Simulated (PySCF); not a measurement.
# PBE0 on Ti+ (titanium, charge +1)

Configuration: [Ar] 3d2 4s1, high-spin 4F determinant. All numbers are calculated (PySCF 2.14, the non-relativistic Hamiltonian (point nucleus), in aug-cc-pwCVTZ).

```
Total energy                                     : -848.923 hartree
One-electron energy                              : -1157.230 hartree
Hartree (Coulomb) energy                         : 349.966 hartree
Exchange-correlation energy                      : -41.659 hartree
Kinetic energy                                   : 847.92761 hartree
⟨S²⟩                                             : 3.7508
⟨L²⟩                                             : 12.012
Sum of ⟨r⟩                                       : 17.23 bohr
Sum of ⟨r²⟩                                      : 28.78 bohr²
Density at the nucleus (Gaussians lack the cusp) : 7080 bohr⁻³
Spin density at the nucleus                      : 3.30 bohr⁻³
Langevin diamagnetic susceptibility              : -22.8 ×10⁻⁶ cm³/mol
Time after the integrals                         : about 5 core-seconds
```

```csv
shell,electrons,mean orbital energy (hartree),"rms radius, mean of both spins (bohr)"
1s α,1,-179.39520,0.0812
1s β,1,-179.39390,0.0812
2s α,1,-20.26726,0.355
2s β,1,-20.24179,0.355
2p α,3,-16.94733,0.322
2p β,3,-16.92638,0.322
3s α,1,-2.72903,1.09
3s β,1,-2.64652,1.09
3p α,3,-1.82807,1.18
3p β,3,-1.73999,1.18
3d α,2,-0.53094,1.68
4s α,1,-0.41983,3.40
```
